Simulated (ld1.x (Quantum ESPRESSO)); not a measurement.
## Plane-wave convergence, TM potential for Ne (Z = 10)

ld1.x (Quantum ESPRESSO) 7.5 input, shortened:

```
&input
   title='Ne', zed=10., rel=0, dft='PBE', iswitch=3,
   config='[He] 2s2 2p4.5'
 /
 &inputp
   pseudotype=2, tm=.true., lloc=0,
   nlcc=.true.
 /
2
2P  2  1   4.50   0.00  1.20  1.20  0.0
2S  1  0   2.00   0.00  0.70  0.70  0.0
 &test
   configts(1)='2s2 2p4.5'
 /
```

The pseudo-atom Hamiltonian at the reference potential is diagonalised in spherical Bessel functions j_l(qr) that vanish at 20 bohr, with q² up to the cutoff. All-electron valence levels (Ry): 2p -3.1709, 2s -4.8788.

Problem. How do the lowest levels (Ry) of each channel move with the cutoff, and are there ghosts?

Solution.

```
cutoff (Ry)     p #1     p #2     s #1     d #1     f #1     f #2  Σ f·Δε (mRy)
          8  -1.2644  -0.3585  -4.2843  -0.2941  -0.1372  -0.0316        9767.8
         15  -1.6716  -0.4164  -4.5652  -0.2956  -0.1372  -0.0316        7374.0
         25  -2.1219  -0.4700  -4.5851  -0.2963  -0.1372  -0.0316        5307.7
         35  -2.5129  -0.5100  -4.6223  -0.2965  -0.1372  -0.0316        3473.7
         50  -2.8876  -0.5440  -4.7259  -0.2966  -0.1372  -0.0316        1580.3
         70  -3.1097  -0.5626  -4.8158  -0.2966  -0.1372  -0.0316         401.0
        100  -3.1691  -0.5675  -4.8647  -0.2966  -0.1372  -0.0316          36.0
        140  -3.1703  -0.5676  -4.8719  -0.2966  -0.1372  -0.0316          16.4
        180  -3.1707  -0.5676  -4.8730  -0.2966  -0.1372  -0.0316          12.0
        260  -3.1709  -0.5677  -4.8778  -0.2966  -0.1372  -0.0316           1.7
        400  -3.1709  -0.5677  -4.8786  -0.2966  -0.1372  -0.0316           0.0
```

Result: no extra level below or beside the all-electron valence levels (p, s, d, f tested); 10 mRy is reached at 200 Ry and 1 mRy at 300 Ry.

Its largest configuration-test error is +997 meV.
